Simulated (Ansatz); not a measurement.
Cost and result for the atomization energy of CH$_{6}$OSiSn, SMILES `O=[C]([SiH3])[SnH3]` (10 atoms, 9 bonds).

```xyz
10

O    -1.0438    0.9425   -1.5572
C    -0.4960    0.3084   -0.6965
Si   -0.7668   -1.5861   -0.4371
Sn    0.9142    1.3989    0.6742
H    -1.7126   -2.1637   -1.4237
H    -1.2656   -1.7496    0.9541
H     0.5759   -2.2172   -0.5371
H     0.0473    2.6536    1.4387
H     1.5767    0.3537    1.8569
H     2.1707    2.0595   -0.2722
```

Charge 0, multiplicity 1. Correlated methods include outer-core shells of Sn, which these sets cover unevenly. Sn: def2 effective core potential. The structure was optimised at the PBE0-D4/def2-TZVP level. Program: Ansatz. All runs use 4 threads of an INTEL XEON PLATINUM 8581C on a shared host. Times are those of one run each, without the atoms' runs, and a repeat can differ threefold. Electronic energies, without spin–orbit coupling; frozen cores. CCSD(T)/CBS adds CCSD(T) − MP2 in def2-TZVPP to the MP2 limit, and its time is that of the two runs behind it. T1 = 0.016. With those shells the extrapolation isn't a true limit. B3LYP takes the VWN-RPA correlation (the form of Gaussian; ORCA's B3LYP/G).

CCSD(T)/CBS is a level of theory with its own doubt, some kJ/mol a heavy atom from the limit and from the frozen cores, so smaller differences don't rank the functionals.

```json
{"level": "PBE-D4/def2-TZVPP (with forces)", "functions": "238", "wall time": "1.7 s"}
{"level": "PBE0-D4/def2-TZVPP", "functions": "238", "wall time": "1.9 s"}
{"level": "r2SCAN-D4/def2-TZVPP (with forces)", "functions": "238", "wall time": "2.8 s"}
{"level": "B3LYP-D4/def2-TZVPP (with forces)", "functions": "238", "wall time": "2.9 s"}
{"level": "B2PLYP/def2-TZVPP", "functions": "238", "wall time": "3.6 s"}
{"level": "ωB97X-V/def2-TZVPP", "functions": "238", "wall time": "4.6 s"}
{"level": "ωB97M-V/def2-TZVPP (with forces)", "functions": "238", "wall time": "6.5 s"}
{"level": "MP2/def2-QZVPP", "functions": "446", "wall time": "14 s"}
{"level": "CCSD(T)/def2-TZVPP", "functions": "238", "wall time": "70 s"}
{"level": "CCSD(T)/CBS(def2)", "functions": "–", "wall time": "83 s"}
```

Q: What atomization energy does each give, and how far from CCSD(T)/CBS? (Best estimate.)

A: Ansatz gave: 
```json
{"level": "PBE-D4/def2-TZVPP (with forces)", "atomization (kcal/mol)": "730.1", "difference from CCSD(T)/CBS": "5.3", "per bond": "0.6"}
{"level": "PBE0-D4/def2-TZVPP", "atomization (kcal/mol)": "714.5", "difference from CCSD(T)/CBS": "-10.3", "per bond": "-1.1"}
{"level": "r2SCAN-D4/def2-TZVPP (with forces)", "atomization (kcal/mol)": "722.7", "difference from CCSD(T)/CBS": "-2.1", "per bond": "-0.2"}
{"level": "B3LYP-D4/def2-TZVPP (with forces)", "atomization (kcal/mol)": "721.6", "difference from CCSD(T)/CBS": "-3.2", "per bond": "-0.4"}
{"level": "B2PLYP/def2-TZVPP", "atomization (kcal/mol)": "711.0", "difference from CCSD(T)/CBS": "-13.8", "per bond": "-1.5"}
{"level": "ωB97X-V/def2-TZVPP", "atomization (kcal/mol)": "728.0", "difference from CCSD(T)/CBS": "3.2", "per bond": "0.4"}
{"level": "ωB97M-V/def2-TZVPP (with forces)", "atomization (kcal/mol)": "722.2", "difference from CCSD(T)/CBS": "-2.6", "per bond": "-0.3"}
{"level": "MP2/def2-QZVPP", "atomization (kcal/mol)": "715.6", "difference from CCSD(T)/CBS": "-9.2", "per bond": "-1.0"}
{"level": "CCSD(T)/def2-TZVPP", "atomization (kcal/mol)": "705.2", "difference from CCSD(T)/CBS": "-19.6", "per bond": "-2.2"}
{"level": "CCSD(T)/CBS(def2)", "atomization (kcal/mol)": "724.8", "difference from CCSD(T)/CBS": "0.0", "per bond": "0.0"}
```

The D4 term adds +8.4 kcal/mol with B3LYP and +4.4 kcal/mol with PBE0; it sums over pairs of atoms, weighted by their polarisabilities, and B3LYP, whose exchange is more repulsive, gets the larger term. In def2-TZVPP, CCSD(T) changes the Hartree–Fock value by +202.0 kcal/mol (the triples alone add +12.6 kcal/mol) and MP2 by +200.7 kcal/mol; breaking electron pairs costs correlation energy, which Hartree–Fock lacks. From PBE to PBE0 (25 % exact exchange), in def2-TZVPP and without D4, the atomization energy moves by −14.8 kcal/mol: exact exchange takes away binding that semilocal exchange gives to molecules.

Spin–orbit coupling would lower the free Sn atoms strongly, and the atomization energy with them, by more than many differences here. For some Ge, Se and Sn compounds the MP2-based and the directly extrapolated limit differ by 10 to 25 kJ/mol.
